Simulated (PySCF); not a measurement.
Species: C6H10N2.
Cartesian coordinates in Å at the PBE0-D3(BJ)/def2-SVP level; atoms count from 1:
```xyz
18
C6H10N2 angstrom
C      2.4784   -0.0971    0.4477
C      1.0143    0.2967    0.2574
C      0.8787    1.7346    0.0137
N      0.7438    2.8658   -0.1923
C      0.3365   -0.5045   -0.8649
C     -1.1177   -0.1091   -1.1246
C     -1.9769   -0.2925    0.0938
N     -2.4968    0.6055    0.8206
H      3.0586    0.0959   -0.4668
H      2.9402    0.4644    1.2717
H      2.5477   -1.1700    0.6795
H      0.4672    0.1064    1.1983
H      0.3970   -1.5713   -0.5910
H      0.9191   -0.3860   -1.7929
H     -1.1687    0.9406   -1.4588
H     -1.5121   -0.7339   -1.9435
H     -2.1388   -1.3434    0.4016
H     -2.2732    1.5369    0.4467
```

All values: B3LYP/def2-SVPD (PySCF, non-relativistic), on one gas-phase PBE0-D3(BJ)/def2-SVP geometry that isn't relaxed in the solvent. The solvent is an IEF-PCM continuum (Bondi radii, 1.10 Å for H, scaled by 1.2). The model holds no explicit solvent molecules, cavitation or dispersion.

Gas phase at B3LYP/def2-SVPD: HOMO -7.50 eV, LUMO -0.78 eV, dipole 4.75 D.

Question: What does the continuum do to the energy, the frontier levels and the dipole at B3LYP/def2-SVPD in chloroform and acetone?

Answer: 
```csv
solvent,ε,E(solvent) − E(gas) (kJ/mol),polarisation term (kJ/mol),distortion of the solute (kJ/mol),HOMO (eV),LUMO (eV),dipole (D)
chloroform,4.711,-32.30,-37.86,5.56,-7.51,-0.63,5.96
acetone,20.49,-43.29,-53.52,10.23,-7.53,-0.60,6.39
```

Polarisation term: ½ Σ q·V over the induced surface charges. Distortion: the rise of the solute's own energy as its density leaves the gas-phase optimum. From chloroform to acetone the lowering changes by a factor 1.34, Onsager's factor (ε − 1)/(2ε + 1) by 1.30 and ε itself by 4.3.

Question: Which radius a makes the point-dipole formula ΔE = −[(ε − 1)/(2ε + 1)]·μ²/a³ give the value in acetone, with the gas-phase dipole?

Answer: μ = 1.870 au and |ΔE| = 0.01649 Eh give a = 2.44 Å; the farthest nucleus lies 3.13 Å from the centroid of the nuclei, so such a sphere wouldn't even hold the nuclei. The formula assumes a rigid point dipole at the centre of a sphere.

Question: Give the dipole vector in the frame of the coordinates (D, pointing from negative to positive charge), gas and acetone.

Answer: Gas (1.94, -4.11, -1.40), solvent (2.53, -5.55, -1.90). Its length changes by +34 % and its direction by less than 1°.

Question: How does the static polarisability (B3LYP/def2-SVPD, frozen core, with the continuum's full static response) change?

Answer: 
```tsv
medium	isotropic (au)	principal values (au)	⟨r²⟩ of the electrons (bohr²)
gas	82.2	71.9, 83.0, 91.8	1102.1
chloroform	101.7	89.5, 99.0, 116.6	1103.6
acetone	110.0	97.0, 105.8, 127.3	1104.2
```

The isotropic value in acetone is 1.34 times the gas-phase one; no cavity-field correction is applied. ⟨r²⟩ is taken about the centre of nuclear charge.
